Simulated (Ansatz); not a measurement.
Wavefunction ladder for CH₆ClInSi (`[SiH3][CH](Cl)[InH2]`)

| atom | x (Å) | y (Å) | z (Å) |
| --- | --- | --- | --- |
| Si1 | 0.033 | 1.193 | 1.044 |
| C2 | -0.707 | -0.097 | -0.078 |
| Cl3 | -1.113 | 0.646 | -1.696 |
| In4 | 0.602 | -1.605 | -0.965 |
| H5 | -0.886 | 2.340 | 1.279 |
| H6 | 0.334 | 0.532 | 2.345 |
| H7 | 1.297 | 1.701 | 0.451 |
| H8 | -1.637 | -0.517 | 0.302 |
| H9 | 2.232 | -1.133 | -1.213 |
| H10 | -0.154 | -3.060 | -1.469 |

The species carries charge 0 and has multiplicity 1. Correlated methods include outer-core shells of In, which these sets cover unevenly. In takes the def2 core potential. The geometry is a stationary point of PBE0-D4/def2-TZVP. Frozen core, restricted reference, the Gaussian-basis code of Ansatz.

```
     basis     HF (Eh)  MP2 corr.  CCSD corr.       (T)  CCSD(T) total
  def2-SVP  -978.68735   -0.47125    -0.53048  -0.01554     -979.23337
def2-TZVPP  -979.00110   -0.78842    -0.83569  -0.03152     -979.86831
def2-QZVPP  -979.02623   -1.01694           –         –              –
```
